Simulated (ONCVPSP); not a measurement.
# u(r) = r·R(r): atom against pseudo-atom (Au (Z = 79))

Columns: radius, all-electron u(r) and pseudo u(r) of the 5s shell (level -108.37 eV) of gold in the configuration [Kr] 4d10 4f14 5s2 5p6 5d10 6s1; PBE, scalar-relativistic, ONCV scheme, ONCVPSP 4.0.1.

```csv
r (bohr),all-electron,pseudo
0.080,0.0064,0.1090
0.160,0.4011,0.2242
0.240,-0.3216,0.3495
0.320,-0.6923,0.4854
0.400,-0.4799,0.6279
0.480,0.0082,0.7693
0.560,0.5066,0.8994
0.640,0.8886,1.0072
0.720,1.1255,1.0838
0.800,1.2326,1.1229
0.880,1.2417,1.1229
0.960,1.1849,1.0866
1.040,1.0886,1.0200
1.120,0.9730,0.9316
1.200,0.8519,0.8304
1.280,0.7342,0.7249
1.360,0.6250,0.6218
1.440,0.5269,0.5261
1.520,0.4406,0.4404
1.600,0.3662,0.3661
1.680,0.3028,0.3027
1.760,0.2492,0.2492
1.840,0.2044,0.2044
1.920,0.1672,0.1671
2.000,0.1364,0.1363
2.080,0.1110,0.1109
```

Task: How many radial nodes do the two functions have?

Result: The all-electron 5s function has n − l − 1 = 4 (the table is too coarse to show those close to the nucleus); the pseudo-wave has 0, since the states of the same l below it are removed with the core.

Task: At about which radius was the pseudo-wave matched?

Result: 1.60 bohr, where the columns begin to agree (steps of 0.08 bohr).

Task: Is the pseudo-wave norm-conserving?

Result: Yes: the ONCV scheme keeps the norm inside the radius equal to the all-electron one, which fixes the energy derivative of the logarithmic derivative at the level.
